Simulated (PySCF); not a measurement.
CH7ClN2Si, SMILES NC[Si@@H](N)Cl. Geometry optimised at B3LYP-D3(BJ)/def2-SVP. The structure was generated by enumeration; whether it is a known compound was not checked. One conformer was computed; it need not be the lowest.

Method: B3LYP-D3(BJ)/def2-SVP run with PySCF.

Harmonic wavenumbers (cm⁻¹): 94, 124, 196, 229, 264, 305, 344, 476, 533, 639, 689, 801, 831, 871, 886, 926, 1073, 1089, 1268, 1363, 1426, 1549, 1641, 2244, 3021, 3080, 3483, 3554, 3558, 3643. Rotational constants (GHz): 4.922, 1.775, 1.412; symmetry number 1.

Q: Work out the zero-point energy and the ideal-gas rigid-rotor harmonic-oscillator thermochemistry at 298.15 K and 1 atm.

A: ZPE = ½ Σ hcν = ½ × 40199 cm⁻¹ = 240.44 kJ/mol. H − E(el) = 263.15 kJ/mol. Entropy in J/(mol K): translation 167.44, rotation 115.72, vibration 75.00, total 358.16. G − E(el) = 156.36 kJ/mol. Cp = 119.71 J/(mol K). Modes under 150 cm⁻¹ make the vibrational entropy uncertain.
